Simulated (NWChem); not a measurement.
System: C4H4F2; SMILES C1C(F)(C=C1)F

```xyz
10

F     -0.0300    -1.1815     1.0819
C     -0.0252    -0.3749     0.0000
F     -0.0300    -1.1815    -1.0819
C     -1.0469     0.7303     0.0000
C     -0.0961     1.6754     0.0000
C      1.0745     0.7132     0.0000
H     -2.1385     0.7289     0.0000
H     -0.1332     2.7676     0.0000
H      1.7064     0.7122    -0.9018
H      1.7064     0.7122     0.9018
```
Atoms are numbered in this order, from 1.

Level: PBE0/def2-SVP (NWChem), optimised geometry, unscaled harmonic frequencies. 

Question: List the harmonic frequencies with IR intensities, and the thermochemistry.

Answer: 
```json
[
 {"frequency (cm⁻¹)": "190", "IR intensity (km/mol)": "0.2"},
 {"frequency (cm⁻¹)": "334", "IR intensity (km/mol)": "0.1"},
 {"frequency (cm⁻¹)": "468", "IR intensity (km/mol)": "11.4"},
 {"frequency (cm⁻¹)": "487", "IR intensity (km/mol)": "7.4"},
 {"frequency (cm⁻¹)": "495", "IR intensity (km/mol)": "3.8"},
 {"frequency (cm⁻¹)": "720", "IR intensity (km/mol)": "6.8"},
 {"frequency (cm⁻¹)": "765", "IR intensity (km/mol)": "26.2"},
 {"frequency (cm⁻¹)": "883", "IR intensity (km/mol)": "0.3"},
 {"frequency (cm⁻¹)": "947", "IR intensity (km/mol)": "58.1"},
 {"frequency (cm⁻¹)": "971", "IR intensity (km/mol)": "0.6"},
 {"frequency (cm⁻¹)": "984", "IR intensity (km/mol)": "5.2"},
 {"frequency (cm⁻¹)": "1066", "IR intensity (km/mol)": "9.2"},
 {"frequency (cm⁻¹)": "1084", "IR intensity (km/mol)": "4.8"},
 {"frequency (cm⁻¹)": "1145", "IR intensity (km/mol)": "28.0"},
 {"frequency (cm⁻¹)": "1221", "IR intensity (km/mol)": "9.1"},
 {"frequency (cm⁻¹)": "1252", "IR intensity (km/mol)": "189.2"},
 {"frequency (cm⁻¹)": "1298", "IR intensity (km/mol)": "58.4"},
 {"frequency (cm⁻¹)": "1373", "IR intensity (km/mol)": "224.9"},
 {"frequency (cm⁻¹)": "1449", "IR intensity (km/mol)": "33.5"},
 {"frequency (cm⁻¹)": "1672", "IR intensity (km/mol)": "4.2"},
 {"frequency (cm⁻¹)": "3083", "IR intensity (km/mol)": "13.4"},
 {"frequency (cm⁻¹)": "3154", "IR intensity (km/mol)": "5.2"},
 {"frequency (cm⁻¹)": "3228", "IR intensity (km/mol)": "2.5"},
 {"frequency (cm⁻¹)": "3260", "IR intensity (km/mol)": "1.0"}
]
```

```
Quantity                                                                           Result
-----------------------------------------------------------------------  ----------------
zero-point energy                                                           45.1 kcal/mol
thermal correction to the enthalpy at 298.15 K (with zero-point energy)     48.8 kcal/mol
heat capacity Cv                                                         18.2 cal/(mol K)
entropy at 298.15 K and 1 atm (symmetry number 1)                        72.2 cal/(mol K)
dipole moment                                                                      2.32 D
```

Rigid rotor and harmonic oscillator.
